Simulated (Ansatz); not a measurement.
Cost and result for the atomization energy of CH$_{10}$N$_{2}$Si$_{2}$ (`N[SiH2]C[SiH2]N`) (15 atoms, 14 bonds).

```json
{"atom": "N1", "x (Å)": "-1.4174", "y (Å)": "0.8026", "z (Å)": "1.2209"}
{"atom": "Si2", "x (Å)": "0.2833", "y (Å)": "0.6416", "z (Å)": "1.4020"}
{"atom": "C3", "x (Å)": "1.1306", "y (Å)": "0.7187", "z (Å)": "-0.2635"}
{"atom": "Si4", "x (Å)": "0.2793", "y (Å)": "-0.3199", "z (Å)": "-1.5591"}
{"atom": "N5", "x (Å)": "-0.5155", "y (Å)": "-1.6427", "z (Å)": "-0.7660"}
{"atom": "H6", "x (Å)": "-1.9111", "y (Å)": "0.0478", "z (Å)": "0.7687"}
{"atom": "H7", "x (Å)": "-1.9622", "y (Å)": "1.2191", "z (Å)": "1.9574"}
{"atom": "H8", "x (Å)": "0.7279", "y (Å)": "-0.6318", "z (Å)": "2.0521"}
{"atom": "H9", "x (Å)": "0.7159", "y (Å)": "1.7597", "z (Å)": "2.2861"}
{"atom": "H10", "x (Å)": "2.1705", "y (Å)": "0.3943", "z (Å)": "-0.1496"}
{"atom": "H11", "x (Å)": "1.1507", "y (Å)": "1.7553", "z (Å)": "-0.6153"}
{"atom": "H12", "x (Å)": "-0.7947", "y (Å)": "0.4373", "z (Å)": "-2.2539"}
{"atom": "H13", "x (Å)": "1.2698", "y (Å)": "-0.7368", "z (Å)": "-2.5991"}
{"atom": "H14", "x (Å)": "-1.1634", "y (Å)": "-2.1975", "z (Å)": "-1.3050"}
{"atom": "H15", "x (Å)": "0.0365", "y (Å)": "-2.2478", "z (Å)": "-0.1755"}
```

The species carries charge 0 and has multiplicity 1. The geometry is a stationary point of PBE0-D4/def2-TZVP. It is one conformer, not always the lowest. Program: Ansatz. All runs use 2 threads of an AMD EPYC 7R13 on a shared host and a share of an NVIDIA H100 80 GB. Times are those of one run each, without the atoms' runs, and a repeat can differ threefold. Electronic energies, without spin–orbit coupling; frozen cores. CCSD(T)/CBS adds CCSD(T) − MP2 in def2-TZVPP to the MP2 limit, and its time is that of the two runs behind it. T1 = 0.010. B3LYP takes the VWN-RPA correlation (the form of Gaussian; ORCA's B3LYP/G).

CCSD(T)/CBS is a level of theory with its own doubt, some kJ/mol a heavy atom from the limit and from the frozen cores, so smaller differences don't rank the functionals.

```json
{"level": "PBE0-D4/def2-TZVPP", "functions": "317", "wall time": "2.7 s"}
{"level": "PBE-D4/def2-TZVPP (with forces)", "functions": "317", "wall time": "2.8 s"}
{"level": "B2PLYP/def2-TZVPP", "functions": "317", "wall time": "3 s"}
{"level": "r2SCAN-D4/def2-TZVPP (with forces)", "functions": "317", "wall time": "3.3 s"}
{"level": "B3LYP-D4/def2-TZVPP (with forces)", "functions": "317", "wall time": "3.4 s"}
{"level": "MP2/def2-QZVPP", "functions": "611", "wall time": "3.8 s"}
{"level": "ωB97X-V/def2-TZVPP", "functions": "317", "wall time": "4.2 s"}
{"level": "CCSD(T)/def2-TZVPP", "functions": "317", "wall time": "4.3 s"}
{"level": "ωB97M-V/def2-TZVPP (with forces)", "functions": "317", "wall time": "4.4 s"}
{"level": "CCSD(T)/CBS(def2)", "functions": "–", "wall time": "8.2 s"}
```

(1) What atomization energy does each give, and how far from CCSD(T)/CBS? (Estimate.)

Results:

(1) Computed: 
| level | atomization (kcal/mol) | difference from CCSD(T)/CBS | per bond |
| --- | --- | --- | --- |
| PBE0-D4/def2-TZVPP | 1224.0 | -9.2 | -0.7 |
| PBE-D4/def2-TZVPP (with forces) | 1237.4 | 4.2 | 0.3 |
| B2PLYP/def2-TZVPP | 1216.8 | -16.4 | -1.2 |
| r2SCAN-D4/def2-TZVPP (with forces) | 1226.3 | -6.9 | -0.5 |
| B3LYP-D4/def2-TZVPP (with forces) | 1235.0 | 1.8 | 0.1 |
| MP2/def2-QZVPP | 1223.5 | -9.7 | -0.7 |
| ωB97X-V/def2-TZVPP | 1239.4 | 6.2 | 0.4 |
| CCSD(T)/def2-TZVPP | 1197.3 | -35.9 | -2.6 |
| ωB97M-V/def2-TZVPP (with forces) | 1237.4 | 4.2 | 0.3 |
| CCSD(T)/CBS(def2) | 1233.2 | 0.0 | 0.0 |

In def2-TZVPP, CCSD(T) changes the Hartree–Fock value by +306.4 kcal/mol (the triples alone add +14.4 kcal/mol) and MP2 by +311.1 kcal/mol; breaking electron pairs costs correlation energy, which Hartree–Fock lacks. From PBE to PBE0 (25 % exact exchange), in def2-TZVPP and without D4, the atomization energy moves by −12.2 kcal/mol: exact exchange takes away binding that semilocal exchange gives to molecules. The D4 term adds +13.7 kcal/mol with B3LYP and +7.3 kcal/mol with PBE0; it sums over pairs of atoms, weighted by their polarisabilities, and B3LYP, whose exchange is more repulsive, gets the larger term.
